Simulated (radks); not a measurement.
The numbers below are computed, except where a source is named.
Task: Neutral lutetium: order these configurations by energy. Level of theory: scalar-relativistic Kohn-Sham, r2SCAN, spin-polarised, spherical densities, finite nucleus; meta-GGA in the generalised Kohn-Sham scheme; Fermi nuclear charge, rms radius of each element as measured or else 0.836 A^(1/3) + 0.57 fm (a radial shooting solver on a logarithmic mesh with Libxc functionals). Open shells are filled with parallel spins first. [Xe] 4f14 5d1 6s1 6p1; [Xe] 4f14 5d1 6s2; [Xe] 4f14 5d2 6s1; [Xe] 4f14 6s2 6p1.

Result: From the lowest, in eV above it: [Xe] 4f14 5d1 6s2 0.000; [Xe] 4f14 6s2 6p1 0.814; [Xe] 4f14 5d2 6s1 1.852; [Xe] 4f14 5d1 6s1 6p1 2.243.
